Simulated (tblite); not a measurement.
Species: Ge2H10OSi2.
Geometry (GFN2-xTB, Å), atoms numbered from 1 in this order:
```
atom  x, y, z in Å
Si1   -2.4448    0.6576   -0.2492
O2    -1.8581   -0.7550    0.2920
Si3   -0.5979   -1.7148    0.6227
Ge4    1.3205   -0.8359   -0.3960
Ge5    2.1146    1.3221    0.2413
H6    -2.7282    1.4611    0.9375
H7    -1.4235    1.2865   -1.0937
H8    -3.6338    0.2822   -1.0055
H9    -0.4733   -1.7339    2.0824
H10   -0.9779   -3.0248    0.0984
H11    1.2442   -0.8220   -1.9121
H12    2.4983   -1.7743   -0.2115
H13    3.2983    1.8335   -0.5345
H14    1.0950    2.4210    0.1219
H15    2.5623    1.4047    1.6759
```

Computed values, GFN2-xTB/tblite, gas phase, harmonic and unscaled. This tight-binding method is rough: wavenumbers can miss measured ones by several per cent, in bad cases by 10 to 20. Modes of hydrogen on germanium and silicon can be 10 to 20 % off. One conformer, not necessarily the lowest. The optimisation stopped once no atom felt more than 0.01 eV/Å.

Lowest wavenumbers of the output (negative numbers stand for imaginary wavenumbers):
```
mode    cm-1
  1     -24.1
  2      19.0
  3      40.0
  4      44.3
  5      64.2
  6      71.9
  7     184.1
  8     243.5
  9     261.3
 10     355.5
```

Question: Is this structure a minimum?

Answer: Not by this Hessian. 1 mode is imaginary beyond 20i (24i cm⁻¹), so at this level the point lies at or near a first-order saddle. The curvature is small, so loose convergence or finite differences may be the whole cause.

Question: Which atoms move in the imaginary mode?

Answer: 24i: H6 (Si–H hydrogen) 26 %, Si1 (oxygen-bound silicon) 18 %, H8 (Si–H hydrogen) 18 %, Ge5 (germanium bonded to Ge and 3 H) 14 %. These are shares of the mass-weighted motion.

Question: What is the remedy?

Answer: Step along that mode in both directions, optimise again with tighter thresholds and repeat the frequencies. The zero-point energy of this point (50.5 kcal/mol) counts the 38 real modes alone, and thermal corrections from it aren't those of a minimum.
